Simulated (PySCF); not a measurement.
# Polarisability and C₆ of Ir²⁺ (iridium, charge +2)

[Xe] 4f14 5d6 6s1, high-spin 6D determinant (an excited configuration). Calculation: PySCF 2.14, in def2-TZVPPD with the def2 core potential (60 electrons) (6s5p3d2f1g, 59 functions); scalar relativity through the core potential. Coupled (time-dependent) response in atomic units; α is the mean over directions.

| method | mean α (bohr³) | α xx, yy, zz | C₆ (like pair) | S(−4) |
| --- | --- | --- | --- | --- |
| UHF | 17.48 | 17.34, 17.34, 17.75 | 116.2 | 127.1 |
| PBE | 14.77 | 14.85, 14.85, 14.62 | 99.32 | 75.26 |
| PBE0 | 15.23 | 15.27, 15.27, 15.14 | 102.0 | 83.04 |
| wB97X | 15.73 | 15.70, 15.70, 15.78 | 104.5 | 94.57 |

S(−4) is the Cauchy moment in α(ω) = α(0) + S(−4) ω² + …

Spin-orbit coupling is absent.

α(iu) at PBE0:

```json
{"u (hartree)": "0", "α(iu) (bohr³)": "15.23"}
{"u (hartree)": "0.0500", "α(iu) (bohr³)": "15.02"}
{"u (hartree)": "0.100", "α(iu) (bohr³)": "14.46"}
{"u (hartree)": "0.200", "α(iu) (bohr³)": "12.72"}
{"u (hartree)": "0.300", "α(iu) (bohr³)": "10.87"}
{"u (hartree)": "0.500", "α(iu) (bohr³)": "8.049"}
{"u (hartree)": "0.750", "α(iu) (bohr³)": "5.944"}
{"u (hartree)": "1.00", "α(iu) (bohr³)": "4.644"}
{"u (hartree)": "1.50", "α(iu) (bohr³)": "3.086"}
{"u (hartree)": "2.00", "α(iu) (bohr³)": "2.186"}
{"u (hartree)": "3.00", "α(iu) (bohr³)": "1.237"}
{"u (hartree)": "5.00", "α(iu) (bohr³)": "0.5376"}
```

A single London oscillator, α(iu) = α/(1 + u²/ω²), gives C₆ = (3/4) ω α². Matching the computed C₆ needs ω = 4 × 102.0 / (3 × 15.23²) = 0.586 hartree.

For an ion, C₆ is the dispersion term alone; charge-induced terms of lower order in 1/R come first.

The components differ because the open shell of this determinant is not spherical; for a pure term their mean is the scalar polarisability.

Energies and moments cover only the electrons outside the core potential. Spin-orbit coupling, absent here, splits the open shell strongly.
